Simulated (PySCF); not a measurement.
# Distorted geometries of [Eu(HCN)]3+

[Eu(HCN)]3+ (singlet in the valence; each metal's 4f electrons, 6 of them, lie in its core potential, out of spins and levels). PySCF 2.14.0, RKS PBE, Eu lcecp-1-SVP with ECP52, N def2-SVP, C def2-SVP, H def2-SVP; non-relativistic Hamiltonian with scalar-relativistic core potentials where named; density fitting; no spin-orbit coupling. Relaxed geometry:

```xyz
4

Eu    0.0000    0.0000   -0.2771
N     0.0000    0.0000    1.9769
C     0.0000    0.0000    3.1565
H     0.0000    0.0000    4.2812
```

Order these distorted geometries by energy above the relaxed one, lowest first.
A.
```xyz
4

Eu   -0.0351    0.0064   -0.2652
N     0.0129   -0.0128    1.9398
C    -0.0086    0.0298    3.1284
H     0.0308   -0.0234    4.3344
```
B.
```xyz
4

Eu    0.0018   -0.0195   -0.2772
N     0.0330    0.0379    1.9395
C    -0.0106   -0.0220    3.1868
H    -0.0243    0.0036    4.2883
```
C.
```xyz
4

Eu    0.0107   -0.1793   -0.2392
N    -0.0407    0.0409    2.1582
C     0.1605    0.1334    3.0710
H    -0.1305    0.0051    4.1474
```

A (0.12 eV), B (0.26 eV), C (6.04 eV).

Which forces (eV/Å) act in the one that lies 0.12 eV up?


```
Eu   0.01 -0.02 -0.59
N   -0.16  0.23  1.36
C    0.29 -0.44  1.14
H   -0.15  0.22 -1.91
```
Forces carry noise of the integration grid, about 0.01 to 0.03 eV/Å.

An lcecp potential fixes the number of 4f electrons, so in runs with it no electron can move into or out of that shell.
